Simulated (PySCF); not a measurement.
C₄H₈OSi, SMILES C(/[SiH2]O)=C\C=C. Geometry: ωB97X-D3(BJ)/def2-SVP. The structure was generated by enumeration; whether it is a known compound was not checked. One conformer was computed; it need not be the lowest.

Computed equilibrium geometry at ωB97X-D3(BJ)/def2-SVP (PySCF confirms it by a frequency run) as Cartesian coordinates in Å (one conformer of several):
```xyz
14

C      3.2916    -0.2908    -0.5553
C      2.2140    -0.7953     0.0579
C      0.8768    -0.1927    -0.0226
C     -0.2217    -0.6737     0.5869
Si    -1.8780     0.1682     0.4168
O     -1.7839     1.3749    -0.7389
H      3.2244     0.6195    -1.1615
H      4.2739    -0.7647    -0.4724
H      2.3054    -1.7069     0.6615
H      0.7957     0.7199    -0.6292
H     -0.1184    -1.5851     1.1930
H     -2.9139    -0.8491     0.0551
H     -2.2868     0.8415     1.6782
H     -1.6812     1.0846    -1.6508
```
Charge 0, spin multiplicity 1.
